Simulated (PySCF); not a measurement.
## Identify the compound

Molecular formula: C₈H₁₂. Simulated spectra:

$^{1}$H NMR (600 MHz, computed): δ 6.52 (m, 1H), 6.14 (m, 1H), 5.99 (m, 1H), 5.39 (m, 1H), 5.28 (m, 1H), 2.89 (m, 1H), 2.29 (m, 2H), 1.99 (m, 1H), 1.90 (m, 2H), 1.85 (m, 1H).

$^{13}$C{$^{1}$H} NMR (computed): δ 150.7 (CH), 145.8 (CH), 137.0 (CH), 122.4 (CH2), 40.0 (CH), 28.8 (CH2), 17.1 (CH2).

[PySCF 2.14: GFN2-xTB structure; PBE0/pcSseg-1 with gauge-including orbitals; no relativistic terms; gas phase; single conformer; rapidly exchanging positions averaged]

Shifts are taken against calculated references (same method and geometry level): $^{1}$H and $^{13}$C vs TMS.

Question: Which of these isomers gave the spectra?
A. C=C/C=C\C(=C)CC
B. C=C/C=C/C1CCC1
C. C1CC([C@@H]2[C@@H]3C[C@@H]32)C1

Answer: B. 

Rings plus π bonds: 3 (1 ring in the answer). 7 carbon signals for 8 carbons: some carbons are equivalent by symmetry or fast rotation. Carbon types of the structure: 4 × CH, 4 × CH2, which accounts for all hydrogens. δC 150.7, 145.8, 137.0: alkene CH; the olefinic region. δC 122.4: terminal =CH2 carbon; the olefinic region. δC 40.0: allylic sp3 CH; aliphatic region, no heteroatom directly attached. δH 5.39, 5.28: hydrogen on a terminal =CH2 carbon; olefinic region. δH 2.89: hydrogen on an allylic sp3 CH; allylic position.

The others: C1CC([C@@H]2[C@@H]3C[C@@H]32)C1 would give 6 carbon signals, not 7; C=C/C=C\C(=C)CC would give 8 carbon signals, not 7.

Shifts are as computed. Against solution values, carbons near 30 ppm lie about +3 ppm off and those near 130 ppm about +5 ppm. Of 1211 compounds with measured shifts, 218 miss one by over three times the rms of a fit or turn the order of signals round; such compounds aren't used in these exercises. No couplings were computed; multiplicities are counted from neighbouring protons, with m where these are inequivalent, close in shift, in a saturated or five-membered ring or joined by F or P, and br s for small geminal =CH2 splittings.
